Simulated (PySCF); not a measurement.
## Polarisability and C₆ of B (boron, neutral)

[He] 2s1 2p2, high-spin 4P determinant (an excited configuration). Computed with PySCF 2.14 in aug-cc-pwCVQZ, with no relativity, point nucleus. Coupled (time-dependent) response in atomic units; α is the mean over directions.

```
method  mean α (bohr³)         α xx, yy, zz  C₆ (like pair)  S(−4)
   UHF           16.42  16.21, 16.52, 16.52           71.71  157.7
   PBE           21.06  19.09, 22.04, 22.04           96.65  331.1
  PBE0           19.26  18.03, 19.88, 19.88           86.85  254.2
 M06-L           19.03  17.84, 19.62, 19.62           87.45  231.0
 TPSSh           19.86  18.23, 20.68, 20.68           90.67  276.0
```

S(−4) is the Cauchy moment in α(ω) = α(0) + S(−4) ω² + …

α(iu) at UHF:

| u (hartree) | α(iu) (bohr³) |
| --- | --- |
| 0 | 16.42 |
| 0.0500 | 16.03 |
| 0.100 | 15.01 |
| 0.200 | 12.12 |
| 0.300 | 9.367 |
| 0.500 | 5.670 |
| 0.750 | 3.334 |
| 1.00 | 2.161 |
| 1.50 | 1.109 |
| 2.00 | 0.6726 |
| 3.00 | 0.3264 |
| 5.00 | 0.1308 |

The components differ because the open shell of this determinant is not spherical; for a pure term their mean is the scalar polarisability.
